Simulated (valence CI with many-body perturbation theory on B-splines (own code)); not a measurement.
**E1 transitions of W XLIV**

Level of theory: valence CI with perturbative core correlation (CI+MBPT): three valence electrons over a frozen Dirac-Fock core [Ar] 3d10, a basis of 11 s, 11 p, 9 d, 7 f, 5 g, 2 h, 1 i functions for each j, with the one-electron correlation potential Σ1, the two-electron term Σ2, the three-electron term Σ3, Breit, model QED; selected CI, second order for the rest (own B-spline code, finite nucleus).

The last digits are not significant, and no measured levels were compared; by estimate large intervals hold to a few tenths of a per cent, small ones and those within an open d or f shell to about a per cent.

Lines 1 to 50 of 272 in falling wavelength, among levels below 43.099 Ry, chosen from the strongest by gf and those to the six lowest levels. Wavelengths and rates use the calculated energies. Electric multipoles are in the length gauge, E1 and E2 with the static RPA response of the core. Weak lines are less certain than strong ones. Lines between different terms over intervals too small for the method are left out, as are lines whose strength nearly cancels. The highest levels of a list are the least certain.

Levels are named by their leading jj configuration (3d3/2^4 stands for four electrons in 3d with j = 3/2), which in mixed levels can hold well under half, so a name can repeat and another be missing. Letters in brackets count levels of one name in rising energy.

| λ vac (nm) | Upper | Lower | A (s⁻¹) | S (a.u.) |
| --- | --- | --- | --- | --- |
| 868.2 | (4s^2 4p3/2) J=3/2 | (4s 4p1/2^2) J=1/2 | 5.83e+02 | 7.53e-04 |
| 15.07 | (4p1/2 4p3/2 4d3/2) J=7/2 | (4s 4p3/2 4d3/2) J=5/2 [c] | 6.30e+09 | 8.52e-02 |
| 15.07 | (4p1/2 4p3/2 4d5/2) J=9/2 | (4s 4p3/2 4d5/2) J=7/2 [b] | 4.79e+09 | 8.08e-02 |
| 14.90 | (4s 4p1/2 4d3/2) J=5/2 | (4s^2 4d3/2) J=3/2 | 1.04e+10 | 1.02e-01 |
| 14.82 | (4s 4p1/2 4p3/2) J=3/2 [a] | (4s^2 4p3/2) J=3/2 | 2.26e+09 | 1.46e-02 |
| 13.84 | (4p1/2 4p3/2 4d5/2) J=7/2 [b] | (4s 4p3/2 4d5/2) J=5/2 [b] | 1.34e+10 | 1.40e-01 |
| 13.64 | (4s 4p1/2 4f5/2) J=7/2 | (4s 4p3/2 4d3/2) J=5/2 [a] | 1.36e+10 | 1.37e-01 |
| 13.56 | (4p1/2 4p3/2^2) J=5/2 | (4s 4p3/2^2) J=3/2 | 1.24e+10 | 9.18e-02 |
| 13.50 | (4s 4p1/2 4f7/2) J=9/2 | (4s^2 4f7/2) J=7/2 | 1.15e+10 | 1.40e-01 |
| 13.48 | (4s 4p1/2 4p3/2) J=5/2 | (4s^2 4p3/2) J=3/2 | 1.38e+10 | 9.98e-02 |
| 13.37 | (4p1/2^2 4d3/2) J=3/2 | (4s 4p1/2 4d3/2) J=3/2 [b] | 1.41e+10 | 6.64e-02 |
| 13.28 | (4p1/2 4p3/2 4d5/2) J=9/2 | (4s 4p3/2 4d5/2) J=7/2 [a] | 1.10e+10 | 1.28e-01 |
| 13.23 | (4p1/2^2 4d3/2) J=3/2 | (4s 4p1/2 4d3/2) J=1/2 | 1.24e+10 | 5.66e-02 |
| 13.19 | (4s 4p1/2 4f7/2) J=5/2 | (4s^2 4f7/2) J=7/2 | 8.51e+09 | 5.79e-02 |
| 13.11 | (4p1/2^2 4p3/2) J=3/2 | (4s 4p1/2 4p3/2) J=1/2 | 1.12e+10 | 4.97e-02 |
| 13.09 | (4p1/2 4p3/2 4d5/2) J=3/2 [b] | (4s 4p3/2 4d5/2) J=3/2 [b] | 1.50e+10 | 6.64e-02 |
| 13.06 | (4p1/2 4p3/2 4d3/2) J=3/2 [a] | (4s 4p3/2 4d3/2) J=5/2 [b] | 1.27e+10 | 5.56e-02 |
| 13.01 | (4s 4p1/2 4d5/2) J=7/2 | (4s^2 4d5/2) J=5/2 | 1.28e+10 | 1.11e-01 |
| 12.98 | (4p1/2 4p3/2 4d5/2) J=1/2 | (4s 4p3/2 4d5/2) J=3/2 [b] | 2.54e+10 | 5.49e-02 |
| 12.89 | (4p1/2 4p3/2 4d3/2) J=3/2 [a] | (4s 4p3/2 4d3/2) J=3/2 [a] | 1.02e+10 | 4.33e-02 |
| 12.81 | (4s 4p1/2^2) J=1/2 | (4s^2 4p1/2) J=1/2 | 2.96e+10 | 6.15e-02 |
| 12.77 | (4p1/2^2 4p3/2) J=3/2 | (4s 4p1/2 4p3/2) J=3/2 [b] | 1.63e+10 | 6.69e-02 |
| 12.73 | (4s 4p1/2 4d3/2) J=3/2 [b] | (4s^2 4d3/2) J=3/2 | 1.23e+10 | 5.00e-02 |
| 12.72 | (4s 4p1/2 4f5/2) J=5/2 [c] | (4s 4p3/2 4d3/2) J=5/2 [b] | 1.30e+10 | 7.90e-02 |
| 12.67 | (4p1/2 4p3/2 4d5/2) J=7/2 [b] | (4s 4p3/2 4d5/2) J=7/2 [b] | 8.73e+09 | 7.01e-02 |
| 12.66 | (4s 4p1/2 4f5/2) J=5/2 [b] | (4s 4p3/2 4d3/2) J=5/2 [a] | 1.46e+10 | 8.76e-02 |
| 12.63 | (4p1/2 4p3/2 4d3/2) J=1/2 [a] | (4s 4p3/2 4d3/2) J=1/2 [a] | 2.28e+10 | 4.55e-02 |
| 12.59 | (4p1/2 4p3/2 4d5/2) J=3/2 [b] | (4s 4p3/2 4d5/2) J=1/2 | 1.76e+10 | 6.94e-02 |
| 12.37 | (4p1/2 4p3/2 4d3/2) J=3/2 [b] | (4s 4p3/2 4d3/2) J=3/2 [b] | 1.15e+10 | 4.31e-02 |
| 12.37 | (4p1/2 4p3/2 4d3/2) J=7/2 | (4s^2 4f7/2) J=7/2 | 1.27e+10 | 9.50e-02 |
| 12.36 | (4p1/2 4p3/2^2) J=1/2 | (4s 4p3/2^2) J=1/2 | 3.88e+10 | 7.24e-02 |
| 12.36 | (4s 4p1/2 4d5/2) J=3/2 | (4s^2 4d5/2) J=5/2 | 2.36e+10 | 8.79e-02 |
| 12.35 | (4s 4p1/2 4d5/2) J=5/2 [b] | (4s^2 4d5/2) J=5/2 | 1.72e+10 | 9.60e-02 |
| 12.31 | (4p1/2 4p3/2 4d5/2) J=5/2 [a] | (4s 4p3/2 4d5/2) J=3/2 [a] | 1.49e+10 | 8.22e-02 |
| 12.30 | (4p1/2 4p3/2 4d5/2) J=5/2 [b] | (4s 4p3/2 4d5/2) J=7/2 [b] | 1.75e+10 | 9.63e-02 |
| 12.27 | (4s 4p1/2 4f7/2) J=7/2 [b] | (4s 4p3/2 4d3/2) J=7/2 | 1.10e+10 | 8.02e-02 |
| 12.26 | (4s 4p1/2 4f7/2) J=9/2 | (4s 4p3/2 4d3/2) J=7/2 | 8.36e+09 | 7.61e-02 |
| 12.24 | (4p1/2^2 4d5/2) J=5/2 | (4s 4p1/2 4d5/2) J=5/2 [b] | 2.59e+10 | 1.41e-01 |
| 12.24 | (4p1/2^2 4d5/2) J=5/2 | (4s 4p1/2 4d5/2) J=3/2 | 1.81e+10 | 9.82e-02 |
| 12.06 | (4p1/2 4p3/2 4d5/2) J=3/2 [a] | (4s 4p3/2 4d5/2) J=5/2 [a] | 3.37e+10 | 1.17e-01 |
| 12.01 | (4s 4p1/2 4f7/2) J=5/2 | (4s 4p3/2 4d3/2) J=7/2 | 1.04e+10 | 5.32e-02 |
| 11.94 | (4s 4p1/2 4p3/2) J=3/2 [b] | (4s^2 4p3/2) J=3/2 | 1.90e+10 | 6.38e-02 |
| 11.91 | (4p1/2 4p3/2 4d5/2) J=5/2 [a] | (4s 4p3/2 4d5/2) J=5/2 [a] | 2.15e+10 | 1.08e-01 |
| 11.66 | (4p1/2^2 4d5/2) J=5/2 | (4s 4p1/2 4d5/2) J=7/2 | 5.30e+10 | 2.49e-01 |
| 11.65 | (4s 4p1/2 4p3/2) J=1/2 | (4s^2 4p3/2) J=3/2 | 2.63e+10 | 4.10e-02 |
| 11.61 | (4p1/2 4p3/2^2) J=5/2 | (4s 4p3/2^2) J=5/2 | 2.19e+10 | 1.01e-01 |
| 11.60 | (4p1/2^2 4d3/2) J=3/2 | (4s 4p1/2 4d3/2) J=5/2 | 5.81e+10 | 1.79e-01 |
| 11.53 | (4p1/2 4p3/2 4d3/2) J=5/2 | (4s^2 4f7/2) J=7/2 | 1.71e+10 | 7.78e-02 |
| 11.52 | (4p1/2 4p3/2^2) J=3/2 | (4s 4p3/2^2) J=5/2 | 3.57e+10 | 1.08e-01 |
| 11.38 | (4p1/2 4p3/2 4d5/2) J=7/2 [b] | (4s 4p3/2 4d5/2) J=7/2 [a] | 1.02e+10 | 5.92e-02 |
